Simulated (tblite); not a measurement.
Species: C5H12AsGa.
Numbering: `[CH2:1]=[CH:2][Ga:3]([AsH2:4])[CH:5]([CH3:6])[CH3:7]` (hydrogens: H8, H9 on C1; H10 on C2; H11, H12 on As4; H13 on C5; H14, H15, H16 on C6; H17, H18, H19 on C7)

Computed with GFN2-xTB (tblite), gas phase: L-BFGS steps from a force-field or distance-geometry start until the largest atomic force falls under 0.01 eV/Å.

The end geometry, which sets the zero of energy:
```
atom  x, y, z in Å
C1      3.0919   -1.6722    0.0462
C2      1.7711   -1.7572    0.1653
Ga3     0.6853   -0.0532   -0.2134
As4     1.9124    2.0667   -0.5421
C5     -1.4118   -0.1637   -0.2428
C6     -1.9650    1.0761   -0.9479
C7     -1.9454   -0.2610    1.1907
H8      3.7728   -2.5014    0.2018
H9      3.5671   -0.7286   -0.2215
H10     1.3406   -2.7225    0.4326
H11     2.6313    1.7373    0.7452
H12     0.8191    2.7137    0.2747
H13    -1.7510   -1.0551   -0.7915
H14    -1.6033    1.1230   -1.9797
H15    -3.0568    1.0764   -0.9672
H16    -1.6392    1.9852   -0.4326
H17    -3.0351   -0.3343    1.2039
H18    -1.5354   -1.1422    1.6911
H19    -1.6585    0.6222    1.7680
```

Problem. These geometries come from the run, each turned onto the end geometry. Order them by energy, lowest first.
A.
```
atom  x, y, z in Å
C1      2.9519   -1.4852    0.1446
C2      1.6037   -1.4824   -0.0185
Ga3     0.4092   -0.1465    0.4640
As4     1.4282    1.8903   -0.0921
C5     -1.5513   -0.3970   -0.1139
C6     -1.6221    0.8613   -0.9245
C7     -2.1470   -0.2937    1.2444
H8      3.4858   -2.3771   -0.1957
H9      3.4734   -0.6402    0.5886
H10     1.1383   -2.3549   -0.4494
H11     2.8232    1.7742   -0.8115
H12     1.3203    3.2503    0.6668
H13    -1.6913   -1.3321   -0.6376
H14    -0.9953    0.7303   -1.8351
H15    -2.6319    1.2030   -1.2128
H16    -1.1475    1.6706   -0.3041
H17    -3.2089   -0.5982    1.2788
H18    -1.5830   -0.9886    1.9114
H19    -2.0656    0.7253    1.6772
```
B.
```
atom  x, y, z in Å
C1      3.1022   -1.6245    0.1683
C2      1.7813   -1.7049    0.0487
Ga3     0.6418   -0.0138   -0.2474
As4     1.5766    2.2693   -0.4087
C5     -1.4527   -0.1963   -0.2557
C6     -2.0079    1.0078   -1.0200
C7     -1.9633   -0.2063    1.1903
H8      3.7472   -2.4817    0.3289
H9      3.6189   -0.6697    0.1094
H10     1.3251   -2.6940    0.1152
H11     2.9163    1.7250    0.0181
H12     1.1926    2.3838    1.0509
H13    -1.8041   -1.1165   -0.7439
H14    -1.7416    0.9408   -2.0784
H15    -3.0948    1.0742   -0.9437
H16    -1.5847    1.9402   -0.6229
H17    -3.0526   -0.2843    1.2278
H18    -1.5408   -1.0530    1.7384
H19    -1.6693    0.7132    1.7054
```
C.
```
atom  x, y, z in Å
C1      3.0559   -1.6335    0.1343
C2      1.7297   -1.7038    0.0448
Ga3     0.6173    0.0260    0.1103
As4     1.4306    2.2877   -0.5768
C5     -1.4204   -0.2668   -0.0001
C6     -1.7548    0.9036   -0.9185
C7     -2.2280   -0.2543    1.2944
H8      3.7338   -2.4097   -0.2160
H9      3.5203   -0.7630    0.5999
H10     1.2699   -2.6000   -0.3950
H11     2.8324    1.7918   -0.3761
H12     1.5383    2.9528    0.7775
H13    -1.6570   -1.1888   -0.5390
H14    -1.1524    0.7933   -1.8319
H15    -2.8067    0.9937   -1.1972
H16    -1.4416    1.8459   -0.4421
H17    -3.2878   -0.4920    1.1390
H18    -1.8165   -0.9941    1.9848
H19    -2.1730    0.7204    1.7885
```
D.
```
atom  x, y, z in Å
C1      3.1376   -1.6370    0.1494
C2      1.8265   -1.6490   -0.0659
Ga3     0.6531    0.0433   -0.1078
As4     1.6165    2.3073   -0.4942
C5     -1.4402   -0.2309   -0.1038
C6     -1.9514    0.9312   -0.9623
C7     -2.1479   -0.1955    1.2526
H8      3.7494   -2.5352    0.1871
H9      3.6781   -0.7068    0.2995
H10     1.3604   -2.6258   -0.2140
H11     2.9708    1.7172   -0.2000
H12     1.4545    2.6030    0.9782
H13    -1.7115   -1.1725   -0.6022
H14    -1.4732    0.9232   -1.9506
H15    -3.0368    0.8933   -1.1028
H16    -1.7002    1.8822   -0.4727
H17    -3.2302   -0.3033    1.1292
H18    -1.8078   -0.9944    1.9128
H19    -1.9577    0.7589    1.7483
```
E.
```
atom  x, y, z in Å
C1      3.1155   -1.6526    0.1303
C2      1.7956   -1.6801   -0.0183
Ga3     0.6778    0.0565    0.0853
As4     1.5682    2.3038   -0.5849
C5     -1.4066   -0.2053    0.0022
C6     -1.8485    0.9370   -0.9325
C7     -2.2382   -0.2170    1.2952
H8      3.7578   -2.4969   -0.0821
H9      3.6253   -0.7733    0.5063
H10     1.3581   -2.6219   -0.3584
H11     2.9551    1.7666   -0.3575
H12     1.4441    2.7509    0.8568
H13    -1.6005   -1.1750   -0.4922
H14    -1.3022    0.8726   -1.8835
H15    -2.9185    0.9103   -1.1578
H16    -1.6174    1.9162   -0.4838
H17    -3.2886   -0.4203    1.0575
H18    -1.8987   -1.0051    1.9771
H19    -2.1881    0.7428    1.8211
```

Solution. B (0.016 eV), D (0.063 eV), E (0.143 eV), C (0.290 eV), A (2.628 eV).

In the order of the answer:

```json
{"step": "95", "E above end (eV)": "0.016", "largest force (eV/Å)": "0.03", "rms force component (eV/Å)": "0.009", "rms distance from end (Å)": "0.330", "rms bond change (Å)": "0.002", "bond most changed (Å)": "C2–Ga3 +0.005"}
{"step": "40", "E above end (eV)": "0.063", "largest force (eV/Å)": "0.13", "rms force component (eV/Å)": "0.045", "rms distance from end (Å)": "0.426", "rms bond change (Å)": "0.006", "bond most changed (Å)": "Ga3–As4 +0.019"}
{"step": "21", "E above end (eV)": "0.143", "largest force (eV/Å)": "0.25", "rms force component (eV/Å)": "0.085", "rms distance from end (Å)": "0.504", "rms bond change (Å)": "0.010", "bond most changed (Å)": "Ga3–As4 +0.037"}
{"step": "14", "E above end (eV)": "0.290", "largest force (eV/Å)": "0.45", "rms force component (eV/Å)": "0.132", "rms distance from end (Å)": "0.539", "rms bond change (Å)": "0.012", "bond most changed (Å)": "Ga3–C5 -0.039"}
{"step": "0", "E above end (eV)": "2.628", "largest force (eV/Å)": "3.47", "rms force component (eV/Å)": "0.828", "rms distance from end (Å)": "0.656", "rms bond change (Å)": "0.063", "bond most changed (Å)": "C2–Ga3 -0.200"}
```

The cost below is that of the whole relaxation. On Arm Neoverse V1, one thread, no GPU, shared host with 32 logical CPUs at a one-minute load of 6.6, this took 1.2 s wall.
